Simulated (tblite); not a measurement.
C₇H₈BFSi.
Atom-mapped SMILES: `[CH3:1][C:2]#[C:3][C:4]1=[C:5]([F:6])[CH:7]=[CH:8][BH:9][SiH2:10]1` (hydrogens: H11, H12, H13 on C1; H14 on C7; H15 on C8; H16 on B9; H17, H18 on Si10)

Computed with GFN2-xTB (tblite), gas phase: L-BFGS steps from a force-field or distance-geometry start until the largest atomic force falls under 0.01 eV/Å.

Step 13: E = -724.9522 eV
```
atom  x, y, z in Å  |  force x, y, z in eV/Å
C1      3.9736   -0.5810   -0.2809    0.011  -0.007   0.000
C2      2.5515   -0.3432   -0.2687    0.024  -0.023   0.026
C3      1.3581   -0.1672   -0.2445   -0.045   0.032   0.031
C4     -0.0202    0.0474   -0.2472   -0.043   0.008  -0.034
C5     -0.5294    1.2913   -0.4034    0.083  -0.025  -0.063
F6      0.3348    2.3424   -0.5592    0.058   0.004   0.013
C7     -1.8919    1.7137   -0.4343    0.014  -0.044   0.022
C8     -3.0060    0.9347   -0.3797    0.094   0.089   0.075
B9     -2.9825   -0.5900   -0.3383   -0.056   0.049  -0.003
Si10   -1.2395   -1.4037   -0.0305   -0.030  -0.049  -0.041
H11     4.5122    0.3309   -0.0248    0.005   0.012   0.005
H12     4.2271   -1.3619    0.4357    0.013  -0.013   0.019
H13     4.2853   -0.9055   -1.2734   -0.002  -0.003  -0.027
H14    -1.9743    2.7920   -0.5374   -0.110  -0.019   0.044
H15    -3.9391    1.4871   -0.3900   -0.061  -0.027  -0.103
H16    -3.9684   -1.1822   -0.5655   -0.044  -0.012   0.070
H17    -0.7952   -2.4065   -1.0164    0.068  -0.012  -0.027
H18    -0.9049   -1.9919    1.2820    0.023   0.041  -0.008
```

Step 14: E = -724.9546 eV
```
atom  x, y, z in Å  |  force x, y, z in eV/Å
C1      3.9739   -0.5816   -0.2807    0.010  -0.005   0.004
C2      2.5523   -0.3451   -0.2673    0.000  -0.012   0.024
C3      1.3592   -0.1664   -0.2425   -0.091   0.021   0.025
C4     -0.0201    0.0466   -0.2474   -0.061   0.004  -0.043
C5     -0.5287    1.2909   -0.4061    0.079  -0.023  -0.036
F6      0.3370    2.3427   -0.5590    0.027  -0.019   0.011
C7     -1.8918    1.7130   -0.4348    0.022  -0.042   0.029
C8     -3.0069    0.9349   -0.3795    0.105   0.101   0.056
B9     -2.9871   -0.5883   -0.3368   -0.018   0.018  -0.010
Si10   -1.2455   -1.4051   -0.0336    0.074  -0.026  -0.035
H11     4.5128    0.3290   -0.0255    0.017   0.053   0.018
H12     4.2285   -1.3609    0.4354    0.020  -0.046   0.041
H13     4.2856   -0.9045   -1.2726    0.003  -0.021  -0.060
H14    -1.9775    2.7915   -0.5332   -0.091  -0.017   0.031
H15    -3.9396    1.4870   -0.3944   -0.067  -0.010  -0.088
H16    -3.9724   -1.1800   -0.5614   -0.076  -0.023   0.067
H17    -0.7882   -2.4078   -1.0157    0.042   0.004  -0.018
H18    -0.9003   -1.9896    1.2788    0.004   0.042  -0.014
```

Question: Estimate the geometry and energy of step 15. (The exact step hangs on the optimiser's Hessian estimate; all steps are aligned on step 14, rigid shifts and turns removed.)

Answer: E = -724.9571 eV, largest force 0.140 eV/Å
```
atom  x, y, z in Å  |  force x, y, z in eV/Å
C1      3.9744   -0.5823   -0.2804    0.003  -0.001   0.008
C2      2.5524   -0.3474   -0.2653   -0.024   0.000   0.021
C3      1.3595   -0.1654   -0.2399   -0.084  -0.005   0.013
C4     -0.0208    0.0453   -0.2484   -0.056   0.013  -0.051
C5     -0.5269    1.2906   -0.4097    0.048  -0.021   0.002
F6      0.3398    2.3426   -0.5587    0.008  -0.034   0.007
C7     -1.8908    1.7121   -0.4350    0.024  -0.005   0.032
C8     -3.0068    0.9364   -0.3785    0.055   0.054   0.024
B9     -2.9925   -0.5862   -0.3350    0.029  -0.020  -0.016
Si10   -1.2505   -1.4069   -0.0378    0.137   0.005  -0.029
H11     4.5138    0.3278   -0.0258    0.014   0.067   0.022
H12     4.2305   -1.3606    0.4358    0.021  -0.056   0.040
H13     4.2860   -0.9038   -1.2727   -0.002  -0.030  -0.062
H14    -1.9826    2.7904   -0.5279   -0.053  -0.008   0.015
H15    -3.9411    1.4867   -0.4010   -0.037   0.005  -0.063
H16    -3.9786   -1.1778   -0.5556   -0.085  -0.017   0.067
H17    -0.7796   -2.4091   -1.0152    0.016   0.015  -0.015
H18    -0.8950   -1.9861    1.2748   -0.014   0.039  -0.015
```

The energy changes by -0.0025 eV. The first-order estimate −F·Δx gives -0.0035 eV and the mean of the old and new forces, exact on a quadratic surface, -0.0025 eV. The step makes an angle of 60° with the force vector and moves no atom by more than 0.009 Å.

What follows is the cost of the whole relaxation. The run took 1.5 s on Arm Neoverse N1, one thread, shared host with 64 logical CPUs at a one-minute load of 61.
